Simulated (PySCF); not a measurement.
H2Si2, neutral, multiplicity 1.

```xyz
4

Si     0.0000     0.0000    -0.9705
Si     0.0000     0.0000     1.2278
H      0.0000    -1.2347    -1.8013
H      0.0000     1.2347    -1.8013
```

Geometry: r2SCAN-D4/def2-TZVP. The isomer is the one that the SMILES or the coordinates give; other isomers of the formula were not compared.

These are PBE0/pcSseg-2 in PySCF values and carry that method's errors. Non-relativistic, no solvent.

Problem. Give the absolute GIAO shielding of each atom: isotropic value and principal components (ppm). (An estimate is asked for; the answer gives what the named calculation found.)

Solution. 
```csv
atom,σ(iso),σ11,σ22,σ33,span
Si1,104.9,-290.7,113.3,492.0,782.7
Si2,-2042.2,-4265.1,-1575.6,-285.8,3979.3
H3,21.4,14.1,23.9,26.4,12.3
H4,21.4,14.1,23.9,26.4,12.3
```
